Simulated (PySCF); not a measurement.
**Ionisation energy of Sm³⁰⁺ by level of theory**

Sm³⁰⁺ [Ar] 3d10 4s2 4p2 [4p1/2^2, M_J = 0] → Sm³¹⁺ [Ar] 3d10 4s2 4p1 [4p1/2^1, M_J = 1/2], as a difference of total energies. All numbers are calculated (PySCF 2.14, the two-component X2C-1e Hamiltonian, in an uncontracted even-tempered set (17 s from 2.8 bohr⁻², ratio 2.8; 13 p from 3.6 bohr⁻², ratio 2.8; 8 d from 6.4 bohr⁻², ratio 2.8; 4 f from 17 bohr⁻², ratio 3)). Correlated levels: [Ne] frozen; the 74 highest virtual spinors dropped. "Screened" scales the spin-orbit matrix elements by Boettger's factors to mimic the two-electron term; Breit and QED terms are absent.

```json
{"method": "GHF (spin-free)", "ionisation energy (eV)": "1154.9"}
{"method": "GMP2 (spin-free)", "ionisation energy (eV)": "1156.0"}
{"method": "GHF (screened spin-orbit)", "ionisation energy (eV)": "1176.1"}
{"method": "GMP2 (screened spin-orbit)", "ionisation energy (eV)": "1177.8"}
```

Breit and QED terms and the two-electron picture change are absent.

The spin-free rows relax to the high-spin LS determinant and lack the spin-orbit shift.

The labels give the starting determinants; with spin-orbit coupling the two ends relaxed to ⟨J²⟩ = 0.00, ⟨L²⟩ = 1.35, ⟨S²⟩ = 1.35 and ⟨J²⟩ = 0.75, ⟨L²⟩ = 2.03, ⟨S²⟩ = 0.78.

For comparison: 1180 ± 4 eV (theoretical estimate listed by NIST; NIST Atomic Spectra Database, ionization energies).
